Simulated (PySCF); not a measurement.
Computed shifts of a molecule CH5FO2Si2, PBE/pcSseg-1 run with PySCF, GIAO, gas phase, atoms alike by connectivity averaged where their shifts nearly agree, in ppm (number of nuclei): ¹³C: 164.4 (1). ²⁹Si: 11.1 (1), -109.1 (1). ¹⁹F: -188.5 (1). ¹H: 8.35 (1), 5.80 (1), 3.93 (3). References: ¹⁷O against H2O (σ = 334.3 ppm); ¹³C against TMS (σ = 182.0 ppm); ²⁹Si against TMS (σ = 335.4 ppm); ¹⁹F against CFCl3 (σ = 133.6 ppm); ¹H against TMS (σ = 31.49 ppm), references at their B3LYP-D3(BJ)/def2-TZVP geometries, non-relativistic. Geometry optimised at B3LYP-D3(BJ)/def2-SVP. One conformer was computed; it need not be the lowest.

Q: Pick the molecule that these values belong to.
(A) O[Si@@]1(F)C[SiH2]O1
(B) O=C(O)[Si@@H](F)[SiH3]
(C) F[Si]1([SiH3])OCO1
(D) O=CO[Si@@H](F)[SiH3]

A: D, O=CO[Si@@H](F)[SiH3]
